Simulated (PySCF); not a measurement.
CH9NSi4, SMILES [SiH3][Si@H]1[SiH2]C=N[SiH2]1.

Geometry: PBE-D3(BJ)/def2-SVP. The structure was generated by enumeration; whether it is a known compound was not checked.

All values below come from PySCF with TDA-ωB97X/def2-SVPD.

Vertical excitations. Isolated molecule, no solvent.

| state | energy (eV) | λ (nm) | f | main pairs |
|---|---|---|---|---|
| S1 | 3.55 | 349 | 0.000 | HOMO→LUMO 84 % |
| S2 | 5.32 | 233 | 0.004 | HOMO→LUMO+2 80 % |
| S3 | 5.66 | 219 | 0.035 | HOMO→LUMO+1 86 % |
| S4 | 6.28 | 197 | 0.006 | HOMO−1→LUMO 85 % |
| S5 | 6.48 | 191 | 0.035 | HOMO→LUMO+4 32 %, HOMO→LUMO+3 26 %, HOMO−1→LUMO+1 10 %, HOMO−2→LUMO 7 % |
| S6 | 6.55 | 189 | 0.047 | HOMO−1→LUMO+1 41 %, HOMO−1→LUMO+2 13 %, HOMO→LUMO+3 11 %, HOMO−2→LUMO 7 % |
| T1 | 2.92 | 424 | 0 | HOMO→LUMO 81 % |
| T2 | 4.74 | 262 | 0 | HOMO−3→LUMO 47 %, HOMO−4→LUMO 17 %, HOMO−8→LUMO 17 % |
Triplets are in the Tamm–Dancoff approximation.
